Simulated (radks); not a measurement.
All-electron atom: Re in [Xe] 4f14 5d5 6s2. Calculated with a radial shooting solver on a logarithmic mesh with Libxc functionals: scalar-relativistic Kohn-Sham, BLYP, spin-polarised, spherical densities, finite nucleus; open shells are filled with parallel spins first (spin-orbit coupling, left out, can overturn this in heavy ions); Fermi nuclear charge, rms radius 5.3698 fm.

Normalised radial functions P(r) = r R(r), r in bohr:

```
   r/bohr * 4f up, o 5d up (the largest magnitude, 1.29, reaches the edge; | marks zero, & curves that meet)
0.0007769                             &
 0.001236                             &
 0.001965                             &
   0.0031                             &
 0.004931                             &
 0.007842                             &
  0.01237                             &
  0.01968                             &
   0.0313                             *o
  0.04938                             |*o
  0.07853                             | * o
   0.1249                             |    o *
   0.1971                             |o             *
   0.3134                       o     |                         *
   0.4985                        o    |                          *
   0.7865                             |      o          *
    1.251                             |      *        o
    1.989                             | *           o
    3.139                             *      o
    4.992                             * o
    7.939                             &
```

4f up: eigenvalue -41.779 eV, 0 radial nodes, <r> = 0.583 bohr, 90 % of the charge inside 0.960 bohr. 5d up: eigenvalue -6.057 eV, 2 radial nodes at r = 0.207, 0.617 bohr, <r> = 1.90 bohr, 90 % of the charge inside 3.02 bohr.
